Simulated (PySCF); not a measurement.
**Excitation energy of W⁺ by level of theory**

W⁺ [Xe] 4f14 5d4 6s1 (6D) → W⁺ [Xe] 4f14 5d3 6s2 (4F), as a difference of total energies. Computed with PySCF 2.14 in aug-cc-pVQZ-PP with ECP60MDF, with scalar relativity through the core potential. Correlated levels: valence: 5s2 5p6 frozen. The calculations carry no spin-orbit coupling.

```
           method  excitation energy (eV)
              UHF                   2.458
              LDA                   1.772
              PBE                   1.996
             PBE0                   2.103
           r2SCAN                   2.409
        BHandHLYP                   1.474
    MP2 (valence)                   1.784
SCS-MP2 (valence)                   1.088
```

Task: Estimate what MN15 gives.

Result: 1.500 eV, closest to BHandHLYP among the rows shown.

Task: Estimate what TPSSh gives.

Result: 2.000 eV, closest to PBE among the rows shown.
